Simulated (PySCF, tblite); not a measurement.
Species: adamantane, C₁₀H₁₆.
Atom-mapped SMILES: `[CH2:1]1[C@H:2]2[CH2:3][C@H:4]3[CH2:5][C@@H:6]1[CH2:7][C@@H:8]([CH2:9]2)[CH2:10]3` (hydrogens: H11, H12 on C1; H13 on C2; H14, H15 on C3; H16 on C4; H17, H18 on C5; H19 on C6; H20, H21 on C7; H22 on C8; H23, H24 on C9; H25, H26 on C10)

Computed geometry: GFN2-xTB, gas phase.

**Question.** Give the optimised bond lengths and angles.

**Answer.** 
```json
{"bond": "C1–C2 and 11 like bonds", "length (Å)": "1.528", "order": "single"}
{"bond": "C1–H11 and 11 like bonds", "length (Å)": "1.093", "order": "single"}
{"bond": "C2–H13 and 3 like bonds", "length (Å)": "1.096", "order": "single"}
```

Bonds in one row agree within 0.01 Å and their mean is given. Orders are formal, as drawn. A selection of angles:
```json
{"angle": "C2–C1–C6", "degrees": "109.4"}
{"angle": "C1–C2–C3", "degrees": "109.5"}
```

Dihedral angles: C6–C1–C2–C3 -60° (synclinal); C1–C2–C3–C4 60° (synclinal); C2–C3–C4–C5 -60° (synclinal); C3–C4–C5–C6 60° (synclinal); C4–C5–C6–C7 60° (synclinal); C5–C6–C7–C8 -60° (synclinal); C6–C7–C8–C9 -60° (synclinal); C7–C8–C9–C2 60° (synclinal); C7–C8–C10–C4 -60° (synclinal); C2–C1–C6–C5 60° (synclinal); C1–C2–C9–C8 -60° (synclinal); C3–C4–C10–C8 -60° (synclinal).

Of the pairs four or more bonds apart, C1···C10 is among the closest relative to their van der Waals radii: 3.53 Å, 104 % of the sum of Bondi's values. All internal angles of the 6-membered ring C1–C2–C3–C4–C5–C6 are 109.5°; it is puckered, 0.25 Å rms from its mean plane, widest ring torsion 60°. All internal angles of the 6-membered ring C4–C5–C6–C7–C8–C10 are 109.5° (sum 657°, against 720° for a flat polygon); it is puckered, 0.25 Å rms from its mean plane, widest ring torsion 60°. All internal angles of the 6-membered ring C1–C2–C9–C8–C7–C6 are 109.5°; it is puckered, 0.25 Å rms from its mean plane, widest ring torsion 60°. All internal angles of the 6-membered ring C2–C3–C4–C10–C8–C9 are 109.5° (sum 657°, against 720° for a flat polygon); it is puckered, 0.25 Å rms from its mean plane, widest ring torsion 60°. All 12 C–C bonds measure 1.528 Å.

Point group: Td (every atom within 0.08 Å of its image). Its GFN2-xTB frequencies are all real (lowest 304 cm⁻¹).
